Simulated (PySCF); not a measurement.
# Computed properties of Cd(Cl)(Me) (CH3CdCl), SMILES [CH3][Cd][Cl]

Cd(Cl)(Me) (CH₃CdCl), SMILES [Cd]([Cl])[CH3]. Geometry: B3LYP-D3(BJ)/def2-TZVP. The def2 effective core potentials stand for the cores of Cd; spin–orbit coupling is left out. Other conformers were not sampled. All values are computed for the isolated molecule unless a solvent is named; none is compared with measurement here.

**Structure.** The optimised structure has C3v symmetry. All 12 harmonic modes at B3LYP-D3(BJ)/def2-TZVP (PySCF) are real, so it is a minimum. With heavy atoms numbered as in [Cd:1]([Cl:2])[CH3:3], the shortest bond between them is Cd1–C3 at 2.115 Å and the longest Cd1–Cl2 at 2.316 Å.

**Vibrations.** The strongest infrared lines (harmonic, unscaled, degenerate partners summed) lie at 733 cm⁻¹ (61 km/mol, H 85 %, C 14 %), 336 cm⁻¹ (36 km/mol, Cl 76 %, Cd 14 %, C 8 %), 508 cm⁻¹ (18 km/mol, C 66 %, Cd 17 %, H 15 %). The softest mode is at 104 cm⁻¹ and the zero-point energy is 22.8 kcal/mol.

**Electronic structure.** CAM-B3LYP/def2-TZVPD (PySCF) places the frontier levels at -9.58 and -0.23 eV, a gap of 9.35 eV, and gives a dipole moment of 3.32 D and a mean polarisability of 60.0 bohr³.

**Excitations.** TDDFT-ωB97X/def2-SVPD (PySCF) has S1 at 6.59 eV (188 nm, f = 0.049, weak); the most intense of the 10 singlets computed lies at 8.66 eV (f = 0.64). Strengths of degenerate partners are summed. T1 (TDA) is at 5.58 eV. No vertical singlet excitation falls in the visible range (under 3.1 eV).
